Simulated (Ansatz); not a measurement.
`CC[Te]C` + BH₃ → `B[Te]C` + `CC`  (formal exchange of groups at a Te–C bond)

Isolated molecules relaxed with PBE0-D4/def2-TZVP in Ansatz; ΔE leaves out vibrations. CCSD(T)/CBS is the MP2 limit (def2-TZVPP, def2-QZVPP) plus CCSD(T) − MP2 in def2-TZVPP, frozen cores. This one scheme is used for every species. Elements past krypton have def2 core potentials. For Te outer-core shells are correlated without core-valence functions, which leaves a few kJ/mol of doubt a bond. One conformer a species, not always the lowest.

`CC[Te]C`:

Z-matrix (Å, degrees):
```
C
C 1 1.515
H 1 1.094 2 110.5
H 1 1.093 2 111.5 3 119.7
H 1 1.093 2 111.5 3 -119.7
Te 2 2.151 1 111.0 3 -180.0
H 2 1.091 1 111.5 3 -60.8
H 2 1.091 1 111.5 3 60.9
C 6 2.137 2 94.6 1 -179.9
H 9 1.088 6 109.9 2 61.1
H 9 1.089 6 107.3 2 -179.9
H 9 1.088 6 109.9 2 -60.9
```

BH₃:

```xyz
4

B     0.000    0.000    0.000
H     0.046   -0.450    1.105
H     0.931   -0.128   -0.736
H    -0.977    0.577   -0.369
```

`B[Te]C`:

```xyz
8

B     1.336    0.654    1.008
Te   -0.315    1.354   -0.056
C    -1.061   -0.511   -0.800
H     1.572   -0.515    1.031
H     2.006    1.463    1.572
H    -2.072   -0.662   -0.427
H    -0.403   -1.299   -0.441
H    -1.063   -0.484   -1.887
```

`CC`:

Cartesian coordinates in Å:
```
C 0.541 0.201 0.493
C -0.541 -0.201 -0.493
H 0.809 -0.629 1.152
H 1.452 0.518 -0.022
H 0.217 1.031 1.125
H -0.809 0.628 -1.152
H -1.452 -0.518 0.022
H -0.217 -1.031 -1.126
```

| species | HF/def2-QZVPP energy (Eh) |
| --- | --- |
| `CC[Te]C` | -385.30628 |
| BH₃ | -26.40232 |
| `B[Te]C` | -332.48561 |
| `CC` | -79.26588 |

Problem. Work out ΔE.

Solution. ΔE = (-332.48561) + (-79.26588) − (-385.30628) − (-26.40232) = -0.04289 Eh = -26.9 kcal/mol. CCSD(T)/CBS gives -29.3 kcal/mol.

Largest T1 diagnostic among the species: 0.015.

At CCSD(T), def2-SVP lies −3.6 kcal/mol from the extrapolated value and def2-TZVPP −0.8 kcal/mol. Leaving LDA and LC-ωPBE aside and taking each functional with its dispersion term where it has one, the values, not all of them listed here, spread over 4.4 kcal/mol, from PBE-D4 to BHLYP-D4. LDA lies −1.8 kcal/mol from PBE without D4. From BLYP to BHLYP (50 % exact exchange), in def2-TZVPP and without D4, ΔE moves by +1.9 kcal/mol.
